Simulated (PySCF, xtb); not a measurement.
BBr₂, SMILES Br[B+]Br, charge +1.

GFN2-xTB in xtb at its own geometry gives an orbital gap of 4.51 eV.

Coordinates come from a TPSSh-D3(BJ)/def2-TZVP optimisation.

Q: What does PySCF with M06-2X/def2-TZVPD give? (The exact figures need the calculation; the answer reports its results.)

A: gap 9.37 eV (levels -16.67 and -7.29 eV).
